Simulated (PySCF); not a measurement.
Computed with PBE0-D3(BJ)/def2-TZVP in PySCF. Gas-phase values, no solvent. Excitations are Tamm–Dancoff values on a coarser integration grid. The basis has no diffuse functions, so Rydberg states are missing or too high.

Reference species (SMILES): `C=[SiH2]` (neutral, multiplicity 1).

```json
{
 "HOMO": "-6.62 eV",
 "HOMO–LUMO gap": "5.39 eV",
 "LUMO": "-1.23 eV",
 "T1 excitation (TDA)": "2.58 eV"
}
```

After one change: the HOMO rises by 0.42 eV; the HOMO–LUMO gap falls by 0.48 eV; the LUMO drops by 0.06 eV; the T1 excitation (TDA) decreases by 0.14 eV.

Name the change that produced these shifts. The new species is one of these.
A) `C=[SiH]O` (C–Si–O–H torsion 0°)
B) `C=[SiH]C#CC`
C) `C=[SiH]C=S` (C–Si–C–S torsion 0°)
D) `C=[SiH]CC#N`

B, `C=[SiH]C#CC`
